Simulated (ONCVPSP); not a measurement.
## F, ONCV: configuration errors across variants

ONCVPSP 4.0.1 input, shortened (lines: element, Z, core and valence counts, functional; n l f; lmax; l rc ep ncon nbas qcut; lloc lpopt rc5 dvloc0; l nproj debl; icmod fcfact rcfact), PBE, non-relativistic:

```
  F 9.00    0    3        4      upf
    1    0    2.00
    2    0    2.00
    2    1    5.00
    2
    0    0.40    0.00    3    6   25.80
    1    1.05    0.00    3    6   16.30
    2    0.95    0.37    4    9   10.70
    4    1    0.30    0.00
    0    2    3.20
    1    2    3.70
    2    2    0.90
    0    0.00    0.00
```

All-electron excitation energies from the reference (eV): (1) 1s2 2s2 2p4 19.401; (2) 1s2 2s2 2p3 57.796; (3) 1s2 2s2 2p2 118.438; (4) 1s2 2s1 2p5 38.407.

Errors AE − PS in meV (a dash: test not solved or not reliable):

| change | (1) | (2) | (3) | (4) | bound ghosts | GHOST(+) flags above zero |
| --- | --- | --- | --- | --- | --- | --- |
| base | +4.8 | +41 | +170 | -2.3 | none | d |
| all radii scaled by about 0.77 (s 0.30, p 0.80, d 0.74 bohr); local potential polynomial inside 0.24 bohr (lpopt 1, dvloc0 0 Ha) | +1.3 | +14 | +62 | +3.9 | none | d |
| all radii scaled by about 0.88 (s 0.36, p 0.92, d 0.84 bohr); local potential polynomial inside 0.26 bohr (lpopt 1, dvloc0 0 Ha) | +2.4 | +21 | +89 | +2.6 | none | d |
| all radii scaled by about 1.18 (s 0.48, p 1.24, d 1.12 bohr); local potential polynomial inside 0.36 bohr (lpopt 1, dvloc0 0 Ha) | +12 | +94 | +373 | -15 | none | none |
| all radii scaled by about 1.28 (s 0.52, p 1.34, d 1.22 bohr); local potential polynomial inside 0.38 bohr (lpopt 1, dvloc0 0 Ha) | +17 | +137 | +533 | -25 | none | none |

Problem. Give the same row for: all radii scaled by about 1.12 (s 0.44, p 1.18, d 1.06 bohr); local potential polynomial inside 0.34 bohr (lpopt 1, dvloc0 0 Ha).

Solution. +9.1, +75, +302, -11; bound ghosts: none; GHOST(+) flags above zero: d.
